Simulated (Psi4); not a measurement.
C4H7 (SMILES [CH2]C(=C)C), doublet (typed; the unrestricted solution is spin-contaminated), at a GFN2-xTB geometry, with bond 9-8 at 3.0 times its length; Psi4 with HF/6-31G.

The Psi4 input:
```
memory 2 GB

molecule {
0 2
  C    -0.19495187    0.15685852    1.40366555
  C    -0.00119422    0.08240982    0.04378401
  H    -0.29377985    1.10630927    1.89854694
  H    -0.25392347   -0.72596582    2.01373916
  C     0.07590634    1.21165371   -0.74090455
  H     0.22795896    1.14765059   -1.80292646
  H    -0.01487156    2.19324052   -0.31204544
  C     0.11066686   -1.26726994   -0.61376699
  H     0.94044820   -3.55827211    1.55217976
  H    -0.84735425   -1.54391310   -1.05326649
  H     0.85214687   -1.24829667   -1.40893108
}

set basis 6-31g
set reference uhf
set stability_analysis follow
set scf_type pk

energy('scf')
print_variables()
```

It wrote (shortened):

```
   => Loading Basis Set <=

    Name: 6-31G
    Role: ORBITAL
    Keyword: BASIS

         ---------------------------------------------------------
                                   SCF
               by Justin Turney, Rob Parrish, Andy Simmonett
                          and Daniel G. A. Smith
                              UHF Reference
         ---------------------------------------------------------

  ==> Geometry <==

    Molecular point group: c1
    Full point group: C1

    Geometry (in Angstrom), charge = 0, multiplicity = 2:

       Center              X                  Y                   Z               Mass
    ------------   -----------------  -----------------  -----------------  -----------------
         C           -0.204043331685     0.164959469340     1.367200488711    12.000000000000
         C           -0.010285681685     0.090510769340     0.007318948711    12.000000000000
         H           -0.302871311685     1.114410219340     1.862081878711     1.007825032230
         H           -0.263014931685    -0.717864870660     1.977274098711     1.007825032230
         C            0.066814878315     1.219754659340    -0.777369611289    12.000000000000
         H            0.218867498315     1.155751539340    -1.839391521289     1.007825032230
         H           -0.023963021685     2.201341469340    -0.348510501289     1.007825032230
         C            0.101575398315    -1.259168990660    -0.650232051289    12.000000000000
         H            0.931356738315    -3.550171160660     1.515714698711     1.007825032230
         H           -0.856445711685    -1.535812150660    -1.089731551289     1.007825032230
         H            0.843055408315    -1.240195720660    -1.445396141289     1.007825032230

  Running in c1 symmetry.

  Rotational constants: A =      0.31424  B =      0.25846  C =      0.14772 [cm^-1]
  Rotational constants: A =   9420.82110  B =   7748.39201  C =   4428.38635 [MHz]
  Nuclear repulsion =  109.470689851872720

  Charge       = 0
  Multiplicity = 2
  Electrons    = 31
  Nalpha       = 16
  Nbeta        = 15

  ==> Algorithm <==

  SCF Algorithm Type is PK.
  DIIS enabled.
  MOM disabled.
  Fractional occupation disabled.
  Guess Type is SAD.
  Energy threshold   = 1.00e-06
  Density threshold  = 1.00e-06
  Integral threshold = 1.00e-12

  ==> Primary Basis <==

  Basis Set: 6-31G
    Blend: 6-31G
    Number of shells: 34
    Number of basis functions: 50
    Number of Cartesian functions: 50
[...]
    Wavefunction unstable!
    Rotating orbitals by 0.5 * pi / 2 radians along unstable eigenvector.
[...]
    Wavefunction stable under totally symmetric rotations.
    Lowest totally symmetric eigenvalue: 0.178204
    Lowest UHF->UHF stability eigenvalues:
       A 0.178204

    Stability analysis over.

  ==> Post-Iterations <==

   @Spin Contamination Metric:   1.226881631E+00
   @S^2 Expected:                7.500000000E-01
   @S^2 Observed:                1.976881631E+00
   @S   Expected:                5.000000000E-01
   @S   Observed:                5.000000000E-01

    Orbital Energies [Eh]
    ---------------------

    Alpha Occupied:

[...]
      16A     -0.337878

    Alpha Virtual:

[...]
      50A      1.681385

    Beta Occupied:

[...]
    Beta Virtual:

[...]
    Final Occupation by Irrep:
              A
    DOCC [    15 ]
    SOCC [     1 ]
    NA   [    16 ]
    NB   [    15 ]

  @UHF Final Energy:  -155.30805182295339

   => Energetics <=

    Nuclear Repulsion Energy =            109.4706898518727201
    One-Electron Energy =                -424.7008786210640778
    Two-Electron Energy =                 159.9221369462379982
    Total Energy =                       -155.3080518229533880

  UHF NO Occupations:
  HONO-2 :   14  A 1.8916593
  HONO-1 :   15  A 1.0924129
  HONO-0 :   16  A 1.0000000
  LUNO+0 :   17  A 0.9075871
  LUNO+1 :   18  A 0.1083407
  LUNO+2 :   19  A 0.0032822
  LUNO+3 :   20  A 0.0026022

Computation Completed

Properties will be evaluated at   0.000000,   0.000000,   0.000000 [a0]

Properties computed using the SCF density matrix

 Multipole Moments:

 ------------------------------------------------------------------------------------
     Multipole            Electronic (a.u.)      Nuclear  (a.u.)        Total (a.u.)
 ------------------------------------------------------------------------------------

 L = 1.  Multiply by 2.5417464519 to convert [e a0] to [Debye]
 Dipole X            :         -0.5888739            0.5127814           -0.0760924
 Dipole Y            :          2.5526148           -2.4116784            0.1409364
 Dipole Z            :         -0.7497737            0.5925191           -0.1572546
 Magnitude           :                                                    0.2244597

 ------------------------------------------------------------------------------------

  Variable Map:
  ----------------------------------------------------------------------------
[...]
  Array Variable Map:
  ----------------------------------------------------------------------------
[...]
[...]
```
